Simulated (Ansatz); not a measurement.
A made-up structure of CH$_{2}$Se$_{2}$, singlet:

```xyz
5
angstrom
Se -0.3418 -1.7080 -0.5639
C -0.0946 -0.4088 0.1192
Se 0.2241 0.8004 -1.0176
H -0.1172 -0.2474 1.2725
H 0.3295 1.5639 0.1899
```

It is relaxed with PBE-D4/def2-SVP and then PBE0-D4/def2-TZVP (Ansatz 0.2.0). Atoms count as bonded within 1.22 times the sum of their covalent radii (H–H: 0.88 Å). The end point is not checked to be a true minimum.

Q: Does its bonding change? (Judge from chemistry; the calculation decides.)

A: The calculation gives: Yes. Formed: none; broken: Se1–Se3.

Where it ends: The first stage lowers the energy by 3.81 eV in 6 steps. It ends as CH₂Se₂ ([Se][CH][SeH]):
```csv
atom,x (Å),y (Å),z (Å)
Se1,-0.4300,-2.1082,-0.5342
C2,-0.1147,-0.5047,0.1077
Se3,0.2606,0.9884,-0.9368
H4,-0.1249,-0.3059,1.1767
H5,0.4090,1.9305,0.1866
```

Labels in which every atom is bracketed show which atoms are joined, not bond orders.

For scale, one of the runs: PBE0-D4/def2-TZVP relaxation, 139 basis functions, launched by `ansatz run in.yaml --threads 2 --pin off --events-out ev --progress --plain --max-ram 4352MiB`. The run took about 24 s on 2 CPU threads of an Arm Neoverse V1 (shared host).
